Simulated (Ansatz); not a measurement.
`C[O][GeH]([NH]C(C)C)[O]C` at its PBE0-D4/def2-TZVP geometry, where that method's forces vanish. Charge 0, multiplicity 1.

```xyz
24

C    -2.7934   -0.4341    1.8894
O    -1.7526   -1.3748    1.7770
Ge   -0.1794   -0.8252    1.1996
N    -0.3364   -0.0289   -0.4164
C     0.3189    1.2038   -0.8113
C     1.5646    0.9568   -1.6525
C    -0.6582    2.1207   -1.5330
O     0.6721   -2.3740    1.1588
C     1.9921   -2.4059    0.6776
H    -3.7093   -0.9760    2.1354
H    -2.9570    0.1161    0.9547
H    -2.6055    0.2949    2.6891
H     0.4963    0.1895    2.1423
H    -0.6736   -0.5839   -1.1890
H     0.6299    1.7053    0.1137
H     2.2853    0.3414   -1.1099
H     2.0522    1.8956   -1.9284
H     1.3020    0.4319   -2.5766
H    -1.5296    2.3227   -0.9077
H    -1.0078    1.6515   -2.4584
H    -0.1892    3.0714   -1.7986
H     2.3546   -3.4333    0.7575
H     2.6669   -1.7644    1.2615
H     2.0572   -2.1013   -0.3747
```

(1) What forces (eV/Å) does B3LYP-D4/def2-TZVPP give on these atoms in the Gaussian-basis code of Ansatz? (Estimate.)

Results:

(1) Computed: 
```
C1  -0.326  0.201  0.044
O2  -0.004 -0.223  0.048
Ge3  0.109  0.169  0.145
N4  -0.116 -0.134 -0.122
C5   0.094  0.185  0.145
C6   0.209 -0.045 -0.112
C7  -0.158  0.151 -0.094
O8  -0.130 -0.171  0.078
C9   0.362 -0.083 -0.127
H10  0.039  0.038 -0.011
H11  0.000 -0.029  0.058
H12 -0.013 -0.030 -0.037
H13 -0.002 -0.003  0.001
H14 -0.010 -0.005  0.012
H15 -0.019 -0.028 -0.066
H16 -0.031  0.037 -0.043
H17 -0.013 -0.050  0.010
H18  0.023  0.022  0.044
H19  0.042  0.001 -0.044
H20  0.008  0.029  0.043
H21 -0.033 -0.039  0.010
H22 -0.008  0.056 -0.009
H23 -0.028 -0.030 -0.031
H24  0.005 -0.018  0.059
```

B3LYP here is the variant with VWN-RPA as its local correlation; programs differ in this.
